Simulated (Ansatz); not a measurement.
Born–Oppenheimer molecular dynamics of AlH6NO3 (11 atoms, charge 0, multiplicity 1). It starts at the highest image of a converged band, a first-order saddle point between two minima.

These are results of RKS B3LYP-D4/def2-SVP in Ansatz 0.2.0, not measurements.

* ensemble: NVE (velocity Verlet)
* time step: 0.5 fs
* steps asked: 200
* starting velocities drawn for: 300 K
* seed: 5301

First frame:

```xyz
11
Properties=species:S:1:pos:R:3
Al -0.083 -0.412 0.328
O 1.044 -0.078 -1.196
O 0.782 -0.919 1.716
O -1.424 -1.335 -0.216
H 0.517 0.909 -1.013
N -0.373 1.441 0.009
H 0.803 -0.483 -2.041
H 1.727 -0.831 1.861
H -1.676 -2.171 0.184
H -1.310 1.727 -0.274
H -0.009 2.152 0.642
```

Problem. How far do the bonds stretch over the last three quarters of this one trajectory? (Pairs bonded in most of those frames.)

Solution. 
```
  bond  mean (Å)  spread (Å)  shortest  longest
Al1–O2     1.739       0.060      1.65     1.83
Al1–O3     1.730       0.016      1.71     1.76
Al1–O4     1.737       0.037      1.68     1.79
Al1–N6     2.227       0.175      1.86     2.42
 O2–H7     0.963       0.015      0.94     0.99
 O3–H8     0.962       0.014      0.94     0.98
 O4–H9     0.967       0.025      0.93     1.01
 H5–N6     1.034       0.054      0.95     1.12
N6–H10     1.027       0.030      0.97     1.10
N6–H11     1.024       0.014      0.99     1.06
```

Mean temperature of the second half: 562 K. The conserved energy stayed within 0.32 meV per atom of its start (net change 0.11 meV per atom), so the integration is sound. The kinetic energy rose, since the run started high on the potential surface and went downhill. A run of 0.1 ps of so small a system gives no equilibrium averages. The orbitals stay closed-shell, which can raise the energy where a bond breaks towards radicals; this wasn't checked here.

The run took 7.2 min on 2 threads of Arm Neoverse V2, on a shared host, peak memory 0.21 GiB.
